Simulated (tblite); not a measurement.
C8H9ClSi.
Cartesian coordinates in Å at the GFN2-xTB level; atoms count from 1:
```xyz
19
C8H9ClSi angstrom
C      0.6436    3.1713   -2.5340
C      1.0571    2.2442   -1.8901
C      1.5281    1.1478   -1.1434
C      0.7408    0.3125   -0.4573
Si     1.2343   -1.2028    0.5509
C     -0.5021   -1.3134    1.2833
C     -1.0333   -2.3098    1.9729
C     -1.2672   -0.0679    0.9152
C     -0.7469    0.4511   -0.4190
Cl    -1.4026   -0.6010   -1.7369
H      0.2897    3.9796   -3.1013
H      2.6004    0.9992   -1.1528
H      2.2737   -0.8834    1.5346
H      1.6089   -2.3514   -0.2732
H     -0.4618   -3.1871    2.2255
H     -2.0565   -2.2942    2.3189
H     -2.3429   -0.2476    0.8790
H     -1.0771    0.7023    1.6709
H     -1.0960    1.4598   -0.6505
```

Level: GFN2-xTB in tblite, geometry and Hessian alike; calculated harmonic values, unscaled, isolated species. The method is semi-empirical: single wavenumbers can be off by several per cent or more. Modes of hydrogen on silicon can be 10 to 20 % off. One conformer, not necessarily the lowest.

Harmonic wavenumbers (cm⁻¹): 31.0, 67.1, 92.0, 105.5, 158.2, 237.4, 282.9, 317.0, 335.2, 352.7, 357.9, 454.7, 461.1, 511.3, 540.3, 602.0, 626.6, 632.2, 638.8, 679.4, 683.3, 701.9, 763.4, 783.5, 836.4, 912.4, 927.3, 956.3, 1013.2, 1040.6, 1107.9, 1150.6, 1174.6, 1200.1, 1232.6, 1268.8, 1300.9, 1421.1, 1452.0, 1644.6, 1700.0, 2238.7, 2241.4, 2273.1, 2927.8, 2947.3, 2984.5, 3043.5, 3066.7, 3111.8, 3395.3.

A = 1631, B = 712.2, C = 584.5 MHz; mass 168.016 u (most abundant isotopes); point group C1, symmetry number 1.

Q: Zero-point energy?

A: ½Σν̃ = 29492 cm⁻¹ = 352.81 kJ/mol.

Q: What is S at 273.15 K and 1 bar for an ideal gas of classical rigid rotors and harmonic oscillators?

A: Translation 170.94, rotation 126.68, vibration 131.68: S = 429.3 J/(mol K).

Q: And Cp and H(273.15 K) − H(0)?

A: Cp = 175.50 J/(mol K), of which vibrations give 142.24 (their classical limit is 51 R = 424.0); H(273.15 K) − H(0) = 28.13 kJ/mol without the zero-point energy, 19.05 from vibrations.

Q: Blend soft modes into free rotors: weight 1/[1 + (100 cm⁻¹/ν̃)⁴] for the oscillator and the rest for a rotor with moment μB/(μ + B), μ = h/(8π²ν), B = 10⁻⁴⁴ kg m². What vibrational entropy results?

A: 119.43 J/(mol K) in place of 131.68, which changes −T·S at 273.15 K by +3.34 kJ/mol.

Q: Which modes carry the vibrational entropy at 273.15 K?

A: 31.0 cm⁻¹: 23.39; 67.1 cm⁻¹: 17.01; 92.0 cm⁻¹: 14.42; 105.5 cm⁻¹: 13.31; 158.2 cm⁻¹: 10.07; 237.4 cm⁻¹: 6.98 J/(mol K); the other 45 give 46.51 together.

Hindered rotation and anharmonicity are outside this model. Other conformers, if any are populated, would add a mixing term that is left out. The structure is chiral; the term R ln 2 for an equal mix with its mirror image is left out.
